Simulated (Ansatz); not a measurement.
`N[SiH](O)S[SiH3]` + `[SiH3][SiH2][SiH2][SiH2][GeH3]` → `[SiH3][SiH2][SiH2][SiH2][GeH2][SiH3]` + `N[SiH](O)S`  (formal exchange of groups at the Si–S bond)

Calculated with Ansatz (gas phase, PBE0-D4/def2-TZVP geometries, no zero-point term in ΔE). CCSD(T)/CBS is the MP2 limit (def2-TZVPP, def2-QZVPP) plus CCSD(T) − MP2 in def2-TZVPP, frozen cores. DFT in def2-TZVPP. B3LYP here is the variant with VWN-RPA as its local correlation; programs differ in this. HSE06 is defined as in plane-wave codes. For Ge outer-core shells are correlated without core-valence functions, which leaves a few kJ/mol of doubt a bond. Scalar relativity is left out up to krypton. One conformer a species, not always the lowest.

(1) Is it downhill or uphill in electronic energy at CCSD(T)/CBS, and by how much? (An estimate is asked.)

(2) What do these levels give: B97M-V, r2SCANh-D4, HSE06-D4, PBE, BLYP, r2SCAN, B3LYP, r2SCANh, HSE06, BHLYP, CCSD(T)/def2-SVP, CCSD/CBS(def2)? (Estimate.)

Largest T1 diagnostic among the species: 0.013.

Results:

(1) The calculation gave: Uphill: ΔE = +37.6 kJ/mol.

(2) Computed: B97M-V 43.6, r2SCANh-D4 38.6, HSE06-D4 33.7, PBE 33.6, BLYP 37.5, r2SCAN 39.8, B3LYP 39.6, r2SCANh 40.1, HSE06 36.7, BHLYP 43.8, CCSD(T)/def2-SVP 37.7, CCSD/CBS(def2) 38.4 kJ/mol.

In def2-TZVPP, CCSD(T) changes the Hartree–Fock value by −14.9 kJ/mol (the triples alone add −0.8 kJ/mol) and MP2 by −8.9 kJ/mol. Leaving LDA and LC-ωPBE aside and taking each functional with its dispersion term where it has one, the values, not all of them listed here, spread over 12.7 kJ/mol, from PBE-D4 to B97M-V. LDA lies −3.2 kJ/mol from PBE without D4.
